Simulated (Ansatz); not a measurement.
Total energies of SrSe₂⁻ (the lowest doublet isomer of a short search) from Ansatz at r2SCAN-D4/def2-TZVPD, gas phase (1 Eh = 27.2114 eV = 2625.5 kJ/mol). The reference geometry is relaxed at PBE-D4/def2-TZVPD.

```tsv
atom	x (Å)	y (Å)	z (Å)
Sr1	0.003	0.005	-0.013
Se2	-1.964	-1.566	-1.087
Se3	1.961	1.561	1.100
```

| state | geometry | energy (Eh) |
| --- | --- | --- |
| charge -1 doublet | reference | -4833.95645 |
| charge 0 triplet | reference | -4833.84504 |
| charge -1 quartet | relaxed at PBE-D4/def2-TZVPD | -4833.89779 |

In the def2 sets Sr takes a core potential; there is no spin–orbit coupling.

(1) Work out the vertical ionisation energy to the triplet.

(2) Which of the charge -1 states is lowest, and how far above it are the others?

(1) E(charge 0 triplet) − E(charge -1 doublet) = -4833.84504 − (-4833.95645) = 0.11141 Eh = 3.03 eV. For comparison, −ε of the highest occupied level of the spin that leaves is 0.95 eV at this level, 2.08 eV less.

(2) The doublet. quartet: -4833.89779 − (-4833.95645) = 0.05866 Eh = 154.0 kJ/mol.

At r2SCAN-D4/def2-TZVPD the highest occupied level of the charge -1 quartet lies above zero (up to 0.38 eV). It is a level of α spin, whose loss leaves a triplet; that state wasn't run at this geometry and level. The electron is either unbound and held by the finite basis, or the level is raised by self-interaction error. 

The structure comes from a short search, and lower isomers may exist.
